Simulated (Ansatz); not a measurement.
`F[SiH](F)S[SiH](Cl)Cl` → `F[Si]F` + `S[SiH](Cl)Cl` at 600 K and 1 bar (silylene formation by 1,1-elimination).

Calculated with Ansatz (gas phase, PBE0-D4/def2-TZVP geometries, no zero-point term in ΔE). CCSD(T)/CBS is the MP2 limit (def2-TZVPP, def2-QZVPP) plus CCSD(T) − MP2 in def2-TZVPP, frozen cores. This one scheme is used for every species. One conformer a species, not always the lowest.

```tsv
species	CCSD(T)/CBS energy (Eh)	H − E (kJ/mol)	S (J/(mol·K))
`F[SiH](F)S[SiH](Cl)Cl`	-2096.58112	155.9	543.8
`F[Si]F`	-488.75686	38.5	291.1
`S[SiH](Cl)Cl`	-1607.74509	106.4	405.4
```

H − E and S are ideal-gas, rigid-rotor, harmonic terms from PBE0-D4/def2-TZVP, for one conformer and one mirror image of each species. 1 Eh = 2625.50 kJ/mol, R = 8.31446 J/(mol·K).

Problem. By hand: ΔE, ΔH, ΔS and ΔG.

Solution. ΔE = (-488.75686) + (-1607.74509) − (-2096.58112) = 0.07917 Eh = 207.9 kJ/mol. Δ(H − E) = 38.5 + 106.4 − 155.9 = -11.0, so ΔH = 196.9 kJ/mol. ΔS = 291.1 + 405.4 − 543.8 = 152.7 J/(mol·K). ΔG = 196.9 − 600 × (152.7)/1000 = 105.3 kJ/mol.

Problem. By hand: the equilibrium constant, and the temperature at which ΔG would vanish if ΔH and ΔS stayed fixed.

Solution. log₁₀ K = −ΔG/(RT ln 10) = -9.2. ΔG = 0 at ΔH/ΔS = 1289 K.

The number of gas molecules changes by +1, which sets the sign of ΔS. A doubt of 5 kJ/mol in ΔE shifts log₁₀ K by 0.4 here. Other conformers and mirror images would add mixing entropy, several J/(mol·K) or more a flexible species. Modes under 60 cm⁻¹, often nearly free rotors, make the harmonic entropy too high. These are equilibria of isolated gas molecules and say nothing of rates. Largest T1 diagnostic: 0.015 (customary marks: 0.02 for closed shells, 0.045 for open ones).
